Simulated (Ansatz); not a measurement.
GeBr2H2 (GeH₂Br₂). Charge 0, multiplicity 3. Geometry B3LYP-D4/def2-SVP, that of the neutral singlet; atoms count from 1.

```xyz
5

Ge    0.1709   -0.1075    0.0373
Br   -1.0710   -0.2042   -1.9202
Br   -0.8161    1.3910    1.5081
H     1.5699    0.4188   -0.3115
H     0.1462   -1.4981    0.6864
```

At PBE0-D4/def2-TZVP a singlet of charge 0 lies 5.34 eV below the triplet at the same geometry.

Q: Estimate the Mulliken populations from the PBE0/def2-TZVP orbitals of Ansatz.

A: 
```
atom  charge (e)  spin (α − β)
 Ge1        0.20          0.48
 Br2       -0.12          0.66
 Br3       -0.12          0.66
  H4        0.02          0.11
  H5        0.02          0.11
```
Mulliken values and Mayer orders depend strongly on the basis.

Q: Where does the spin sit?

A: Summed by element: Ge 0.48, Br 1.31, H 0.21, of 2 unpaired in all. Largest on single atoms: Br2 0.66, Br3 0.66, Ge1 0.48.

Q: And the Mayer bond orders between bonded heavy atoms (over 0.3)?

A: Ge1–Br2 0.68 (2.32 Å); Ge1–Br3 0.68 (2.32 Å). Values over 0.3 also appear between atoms too far apart for a bond (Br2–Br3 0.41 at 3.79 Å); they arise where an orbital or an unpaired electron spreads over both atoms.
